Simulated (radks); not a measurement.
Q: The tellurium ion Te5+ is in [Kr] 4d10 5s1. Calculated with a radial shooting solver on a logarithmic mesh with Libxc functionals: non-relativistic Kohn-Sham, PBE, spin-polarised, spherical densities, point nucleus. Open shells are filled with parallel spins first. One electron is removed from 4p, 4d, 4s, 5s in turn, with full relaxation. Which removal costs least, and what does each cost?

A: 5s 68.973 eV; 4d 110.37 eV; 4p 179.85 eV; 4s 220.58 eV. The 5s electron leaves first.
